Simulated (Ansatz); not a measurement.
CrCl2⁻. Charge -1, multiplicity 6. Geometry PBE-D4/def2-TZVP, that of the neutral quintet; atoms count from 1.

Cartesian coordinates in Å:
```
Cr 0.000 0.000 0.000
Cl 1.511 -1.536 0.285
Cl -1.511 1.536 -0.285
```

Q: Estimate the Mulliken populations from the PBE0/def2-TZVPD orbitals of Ansatz.

A: 
```csv
atom,charge (e),spin (α − β),d electrons
Cr1,0.04,5.24,4.85
Cl2,-0.52,-0.12,–
Cl3,-0.52,-0.12,–
```
Mulliken values depend strongly on the basis. With diffuse functions, as here, like atoms can get unlike values, and bond orders can come out too low or too high.

Q: Where does the spin sit?

A: Summed by element: Cr 5.24, Cl -0.24, of 5 unpaired in all. Largest on single atoms: Cr1 5.24, Cl2 -0.12, Cl3 -0.12.

Q: And the Mayer bond orders between heavy atoms (over 0.3)?

A: Cr1–Cl2 0.53 (2.17 Å); Cr1–Cl3 0.53 (2.17 Å).
